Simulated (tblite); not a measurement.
Compound: C₇H₁₄N₂.
Numbering: `[CH3:1][CH2:2][C@@H:3]1[CH:4]=[N:5][N:6]([CH2:7][CH3:8])[CH2:9]1` (hydrogens: H10, H11, H12 on C1; H13, H14 on C2; H15 on C3; H16 on C4; H17, H18 on C7; H19, H20, H21 on C8; H22, H23 on C9)

A start from a force field or distance geometry was refined with tblite, GFN2-xTB geometry optimisation, gas phase. Values at the start:

```tsv
coordinate	start
C1–C2	1.517 Å
C1–H10	1.101 Å
C2–C3	1.517 Å
C2–H13	1.133 Å
C2–H14	1.102 Å
C3–C4	1.480 Å
C3–C9	1.515 Å
C3–H15	1.114 Å
C4=N5	1.290 Å
C4–H16	1.098 Å
N5–N6	1.383 Å
N6–C7	1.459 Å
C7–C8	1.508 Å
C7–H17	1.121 Å
C8–H19	1.109 Å
C9–H22	1.114 Å
C1–C2–C3	106.7°
C3–C4–N5	108.9°
C3–C9–N6	101.1°
C4–C3–C9	102.7°
N5–N6–C7	131.0°
N5–N6–C9	106.5°
N6–C7–C8	113.4°
C7–N6–C9	122.5°
C2–C3–C4–N5	-138°
C2–C3–C9–N6	147°
N5–N6–C7–C8	-111°
N5–N6–C9–C3	-28°
```

How do these coordinates change at the GFN2-xTB level?

```tsv
coordinate	GFN2-xTB (Å or °)	change
C2–H13	1.093	-0.040
N5–N6	1.348	-0.035
C3–C4	1.513	+0.033
C7–H17	1.091	-0.030
C4–H16	1.072	-0.026
C3–C9	1.540	+0.025
C8–H19	1.087	-0.022
C9–H22	1.092	-0.022
N6–C7	1.439	-0.020
C4=N5	1.271	-0.019
C3–H15	1.095	-0.019
C2–C3	1.534	+0.017
C7–C8	1.524	+0.016
C1–H10	1.087	-0.014
C2–H14	1.093	-0.009
C1–C2	1.524	+0.007
N5–N6–C7	117.1	-13.9
C1–C2–C3	112.3	+5.6
C3–C4–N5	113.8	+4.9
N5–N6–C9	110.5	+4.0
C4–C3–C9	99.6	-3.1
C7–N6–C9	119.5	-3.0
C3–C9–N6	103.6	+2.5
N6–C7–C8	111.2	-2.2
N5–N6–C9–C3	13	+41
C2–C3–C9–N6	108	-39
N5–N6–C7–C8	-150	-39
C2–C3–C4–N5	-113	+25
```

The energy falls by 0.920 eV over 116 L-BFGS steps, the largest force on an atom goes from 1.93 to 0.009 eV/Å, and the atoms move by 0.507 Å rms after alignment. The bond that changes most is C2–H13 (chain CH2 carbon to methylene hydrogen), which shortens by 0.040 Å. Bonds longer at the end by more than 0.005 Å: 5 of 23; shorter: 15. Among the dihedrals that turn most is H10–C1–C2–C3, from 9° to 63°. Rotational constants go from 4591, 837.8, 758.6 to 4126, 868.2, 779.2 MHz.

Its GFN2-xTB frequencies are all real (lowest 51 cm⁻¹). One conformer, not necessarily the lowest.

The numbers are calculated, not measured.
